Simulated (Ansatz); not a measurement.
Program: Ansatz. Geometries: PBE0-D4/def2-TZVP. ΔE: electronic, gas phase. CCSD(T)/CBS adds triple-zeta CCSD(T) − MP2 to the extrapolated MP2 energy (def2 sets, frozen cores). DFT in def2-TZVPP. B3LYP here is the variant with VWN-RPA as its local correlation; programs differ in this. Elements past krypton have def2 core potentials. For In outer-core shells are correlated without core-valence functions, which leaves a few kJ/mol of doubt a bond. Each species was taken in one conformer, which may not be the lowest.

Reaction (substitution at a C–In bond): `C=[CH][In]([CH3])[Cl]` + `[SiH3]SS` → `CSS[SiH3]` + `C=[CH][InH][Cl]`

Problem. Is it downhill or uphill in electronic energy at CCSD(T)/CBS, and by how much? (An estimate is asked.)

Solution. Computed: Uphill: ΔE = +6.7 kcal/mol.

Problem. What do these levels give: revPBE-D4, BLYP-D4, r2SCAN-D4, B97M-V, PBE0-D4, PBE, B3LYP, r2SCAN0, BHLYP, CAM-B3LYP, CCSD/def2-SVP, CCSD/CBS(def2)? (An estimate is asked.)

Solution. Ansatz gave: revPBE-D4 3.8, BLYP-D4 5.0, r2SCAN-D4 5.1, B97M-V 3.2, PBE0-D4 4.8, PBE 5.4, B3LYP 6.2, r2SCAN0 5.2, BHLYP 5.8, CAM-B3LYP 5.8, CCSD/def2-SVP 6.1, CCSD/CBS(def2) 6.9 kcal/mol.

Largest T1 diagnostic among the species: 0.013.

Leaving LDA and LC-ωPBE aside and taking each functional with its dispersion term where it has one, the values, not all of them listed here, spread over 3.3 kcal/mol, from B97M-V to B2PLYP. LDA lies −1.5 kcal/mol from PBE without D4. At CCSD(T), def2-SVP lies −0.9 kcal/mol from the extrapolated value and def2-TZVPP +0.3 kcal/mol. The D4 term adds −1.0 kcal/mol with B3LYP and −0.5 kcal/mol with PBE0; it sums over pairs of atoms, weighted by their polarisabilities, and B3LYP, whose exchange is more repulsive, gets the larger term.
